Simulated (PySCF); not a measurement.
This script is equivalent to a calculation on Re⁺ (rhenium, charge +1).

```python
from pyscf import gto, scf, dft, mp, cc
import basis_set_exchange as bse
txt = bse.get_basis("aug-cc-pwCVTZ-PP", elements=["Re"], fmt="nwchem", header=False)
cut = txt.index("\nECP")
mol = gto.M(atom="Re 0 0 0", charge=1, spin=6, symmetry="D2h",
            basis=gto.basis.parse(txt[:cut]),
            ecp={"Re": gto.basis.parse_ecp(txt[cut:])})
mf = dft.UKS(mol, xc="PBE")
mf.irrep_nelec = {'Ag': (4, 1), 'B1g': (1, 0), 'B2g': (1, 0), 'B3g': (1, 0), 'B1u': (1, 1), 'B2u': (1, 1), 'B3u': (1, 1)}
mf.kernel()
```

(1) What total energy does it give?

(2) Which occupied shell lies highest, and where?

(3) What is ⟨S²⟩, and what would a pure spin state give?

Energies and moments cover only the electrons outside the core potential. Spin-orbit coupling, which splits the p, d and f shells strongly at this Z, is absent.

Results:

(1) -78.227 hartree (calculated).

(2) 6s α, at -13.465 eV.

(3) 12.001, against 12.00.
